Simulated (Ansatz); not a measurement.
Compare A (`CBC(N)C#N`) with its isomer B (`BC1=NCN1C`).

Program: Ansatz. Geometries: PBE0-D4/def2-TZVP. ΔE: electronic, gas phase. CBS: MP2 limit from def2 TZ/QZ plus the TZ coupled-cluster correction, frozen cores. DFT in def2-TZVPP. B3LYP here is the variant with VWN-RPA as its local correlation; programs differ in this. Each species was taken in one conformer, which may not be the lowest.

(1) Which is lower in electronic energy at CCSD(T)/CBS, and by how much? (Best estimate.)

(2) Give E(B) − E(A) in kJ/mol with MP2/def2-TZVPP, B3LYP, HF/def2-TZVPP, B2PLYP, r2SCAN-D4, CCSD/def2-TZVPP, B3LYP-D4. (Estimate.)

Largest T1 diagnostic: 0.014.

Results:

(1) The calculation gave: A, by 170.2 kJ/mol.

(2) Ansatz gave: MP2/def2-TZVPP 177.5, B3LYP 165.8, HF/def2-TZVPP 193.8, B2PLYP 172.3, r2SCAN-D4 156.7, CCSD/def2-TZVPP 178.6, B3LYP-D4 163.5. None reverses the order clearly.

From PBE to PBE0 (25 % exact exchange), in def2-TZVPP and without D4, E(B) − E(A) moves by +7.6 kJ/mol. In def2-TZVPP, CCSD(T) changes the Hartree–Fock value by −22.2 kJ/mol (the triples alone add −6.9 kJ/mol) and MP2 by −16.4 kJ/mol.
